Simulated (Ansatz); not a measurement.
`C#[C][SnH2][Cl]` + ethylene → `C=[CH][SnH2][Cl]` + acetylene  (formal exchange of groups at the Sn–C bond)

Gas-phase electronic energies from Ansatz, PBE0-D4/def2-TZVP geometries. CCSD(T)/CBS adds triple-zeta CCSD(T) − MP2 to the extrapolated MP2 energy (def2 sets, frozen cores). This one scheme is used for every species. DFT in def2-TZVPP. B3LYP here is the variant with VWN-RPA as its local correlation; programs differ in this. Elements past krypton have def2 core potentials. For Sn outer-core shells are correlated without core-valence functions, which leaves a few kJ/mol of doubt a bond. Each species was taken in one conformer, which may not be the lowest.

| level | ΔE (kJ/mol) | difference from CCSD(T)/CBS |
| --- | --- | --- |
| LDA (SPW92) | 21.6 | -5.9 |
| PBE0-D4 | 27.0 | -0.5 |
| B2PLYP | 30.7 | 3.2 |
| BLYP | 28.4 | 0.9 |
| r2SCAN | 28.5 | 1.0 |
| B3LYP | 29.7 | 2.2 |
| CAM-B3LYP | 30.0 | 2.5 |
| RPA@PBE/def2-TZVPP | 33.0 | 5.5 |
| CCSD(T)/def2-SVP | 31.8 | 4.3 |
| HF/CBS(def2) | 38.0 | 10.5 |
| CCSD(T)/CBS | 27.5 | 0 |

Largest T1 diagnostic among the species: 0.013.

In def2-TZVPP, CCSD(T) changes the Hartree–Fock value by −6.8 kJ/mol (the triples alone add −0.6 kJ/mol) and MP2 by −7.4 kJ/mol. Leaving LDA and LC-ωPBE aside and taking each functional with its dispersion term where it has one, the values, not all of them listed here, spread over 7.2 kJ/mol, from PBE-D4 to B97M-V. LDA lies −4.8 kJ/mol from PBE without D4.
